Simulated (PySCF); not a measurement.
C₂H₅B₂F₂N.
Cartesian coordinates in Å at the PBE0-D3(BJ)/def2-SVP level; atoms count from 1:
```
atom  x, y, z in Å
B1     2.558    0.651    0.154
N2     1.136    0.086    0.186
C3     0.072   -0.353    0.206
C4    -1.261   -0.909    0.204
B5    -2.426    0.150    0.042
F6    -3.631   -0.275   -0.255
F7    -2.235    1.431    0.220
H8     3.111    0.214    1.155
H9     2.442    1.868    0.163
H10    3.054    0.226   -0.881
H11   -1.347   -1.668   -0.591
H12   -1.433   -1.448    1.154
```

Level of theory: PBE0-D3(BJ)/def2-SVP geometry optimisation, gas phase in PySCF 2.14.0.

Masses are those of the commonest isotopes; rigid-rotor values at the optimised geometry. The values belong to one conformer with, in the numbering `[BH3-:1][N+:2]#[C:3][CH2:4][B:5]([F:6])[F:7]`, C3–C4–B5–F6 166°.

What are A, B and C (cm⁻¹)?

Ia = 68.02, Ib = 453.72, Ic = 510.65 u·Å²; 505379 MHz·u·Å²/I gives 7430, 1114 and 989.7 MHz, that is A = 0.24784, B = 0.03715, C = 0.03301 cm⁻¹.

What kind of rotor is it?

A near-prolate asymmetric top: κ = (2 × 1114 − 7430 − 989.7)/(7430 − 989.7) = -0.96.

Is it planar, by Δ = Ic − Ia − Ib?

Not planar: Δ = Ic − Ia − Ib = -11.09 u·Å². For a rigid frame Δ = −2 Σ m c², so Σ m c² = 5.55 u·Å² lies off the ab plane: 3.85 from hydrogen and 1.70 from heavier atoms. The atom farthest from that plane is 1.17 Å away.

Give the other two planar moments, Paa and Pbb, and the rms extents of the mass along the axes.

Paa = Σ m a² = (Ib + Ic − Ia)/2 = 448.18 and Pbb = Σ m b² = (Ia + Ic − Ib)/2 = 62.47 u·Å². With the mass M = 103.06 u, the rms extents √(P/M) along a, b and c are 2.09, 0.78, 0.23 Å.

Where do the levels up to J = 4 lie, in MHz?

Above 0(0,0):
J = 1: 1(0,1) 2104, 1(1,1) 8420, 1(1,0) 8544
J = 2: 2(0,2) 6309, 2(1,2) 12503, 2(1,1) 12875, 2(2,1) 31824, 2(2,0) 31826
J = 3: 3(0,3) 12612, 3(1,3) 18626, 3(1,2) 19371, 3(2,2) 38135, 3(2,1) 38144, 3(3,1) 70028, 3(3,0) 70028
J = 4: 4(0,4) 21008, 4(1,4) 26788, 4(1,3) 28030, 4(2,3) 46547, 4(2,2) 46575, 4(3,2) 78445, 4(3,1) 78446, 4(4,1) 123091, 4(4,0) 123091
The levels of one J sum to (2J + 1)J(J + 1)(A + B + C)/3.

Which types of transition are allowed, and where do some lines up to J = 4 fall?

The dipole components are |μa| = 6.02 D, |μb| = 3.15 D, |μc| = 0.70 D. The squared components, which scale the intensities, stand as 1.00 : 0.27 : 0.01 (a : b : c). Some lines, for components of 0.1 D or more:

```csv
type,branch,"J(Ka,Kc)",MHz,lower level (cm⁻¹)
a,Q,"3(1,2) ← 3(1,3)",745,0.621
a,R,"1(0,1) ← 0(0,0)",2104,0.000
a,R,"2(0,2) ← 1(0,1)",4205,0.070
a,R,"3(0,3) ← 2(0,2)",6303,0.210
a,R,"3(2,2) ← 2(2,1)",6311,1.062
c,Q,"1(1,1) ← 1(0,1)",6316,0.070
a,R,"3(2,1) ← 2(2,0)",6318,1.062
a,R,"3(1,2) ← 2(1,1)",6496,0.429
c,R,"3(1,2) ← 2(0,2)",13062,0.210
b,R,"4(1,4) ← 3(0,3)",14176,0.421
c,R,"4(1,3) ← 3(0,3)",15418,0.421
b,Q,"4(2,2) ← 4(1,3)",18545,0.935
b,Q,"3(2,1) ← 3(1,2)",18773,0.646
c,Q,"2(2,1) ← 2(1,1)",18949,0.429
b,Q,"2(2,0) ← 2(1,1)",18951,0.429
c,R,"2(2,1) ← 1(1,1)",23404,0.281
b,R,"3(2,2) ← 2(1,1)",25259,0.429
b,R,"3(2,1) ← 2(1,2)",25641,0.417
b,R,"4(2,3) ← 3(1,2)",27177,0.646
c,R,"4(2,2) ← 3(1,2)",27204,0.646
c,R,"4(2,3) ← 3(1,3)",27921,0.621
b,Q,"4(3,2) ← 4(2,3)",31898,1.553
c,R,"3(3,0) ← 2(2,0)",38202,1.062
c,R,"4(3,2) ← 3(2,2)",40311,1.272
b,Q,"4(4,0) ← 4(3,1)",44645,2.617
```

Estimate the classical rotational partition function at 10 K, 25 K and 100 K.

Point group C1, symmetry number σ = 1; q = (√π/σ)·√((kT/h)³/(ABC)), k/h = 20836.6 MHz/K: 1860 at 10 K, 7360 at 25 K, 58900 at 100 K.

No frequency check. Zero-point vibration and centrifugal distortion are left out. A rigid rotor knows nothing of internal rotation, which can split or shift real lines. Quadrupole hyperfine structure (11B, 14N) is left out.
